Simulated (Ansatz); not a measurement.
C₂H₄NO, SMILES C[N]C=O, multiplicity 2.

Geometry optimised at B3LYP-D3(BJ)/def2-SVP. The isomer is the one that the SMILES or the coordinates give; other isomers of the formula were not compared. Other conformers were not sampled.

Two levels are set side by side: PBE/def2-SVPD (Ansatz, a quantum-chemistry and plane-wave program) and PBE0/def2-SVPD (Ansatz). Energy differences of separate SCF runs at the same geometry; the states with an electron removed or added have multiplicity 3 and 1. Differences are taken from unrounded values.

| quantity | PBE0 | PBE | PBE minus PBE0 |
|---|---|---|---|
| vertical ionisation energy (eV) | 10.30 | 9.99 | -0.31 |
| vertical electron affinity (eV) | 1.99 | 2.05 | 0.06 |
